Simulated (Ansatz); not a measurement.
The same path of AlH6NSe (9 atoms, charge 0, multiplicity 1) was run twice with different band settings. Lost on the way: H5–Se6. Made: N2–H5.

Method: RKS B3LYP-D4/def2-SVP in Ansatz 0.2.0.

Relaxed end points:

```xyz
9
Properties=species:S:1:pos:R:3
Al 0.136 0.857 -0.651
N 1.254 -0.527 -0.845
H -1.082 0.948 -1.668
H 0.668 2.099 0.188
H -0.629 -0.370 2.394
Se -1.660 0.139 1.467
H 2.154 -0.617 -0.384
H 1.118 -1.304 -1.485
H -1.958 -1.224 0.985
```

```xyz
9
Properties=species:S:1:pos:R:3
Al -0.343 0.889 -0.277
N 1.070 -0.643 -0.160
H -0.995 0.590 -1.698
H 0.587 2.157 -0.029
H 0.809 -1.214 0.651
Se -1.669 0.329 1.633
H 2.021 -0.299 -0.005
H 1.089 -1.253 -0.981
H -2.569 -0.555 0.865
```

Common settings: spring 5.0 eV/Å²; optimiser quadratic models (default); start path through a guess of the saddle point; force threshold 0.05 eV/Å; iteration limit 60; end points relaxed.

| run | movable images | climbing image |
| --- | --- | --- |
| 1 | 7 | yes |
| 2 | 1 | no |

(1) What does each run give, and how far can it be trusted?

Results:

(1) Run 1: converged after 13 iterations, highest image 0.065 eV above the first end. A vibrational analysis at the climbing image gives one clearly imaginary mode, 179i cm⁻¹: a first-order saddle point.
Run 2: converged after 21 iterations, highest image 0.036 eV above the first end. Neighbouring images differ by up to 1.3 eV, so the band resolves the path poorly. No image climbed, so the highest image needn't sit at the top of the path. So few images can step over the top or miss a turn of the path.
The orbitals stay closed-shell, which can raise the energy where a bond breaks towards radicals; this wasn't checked here.
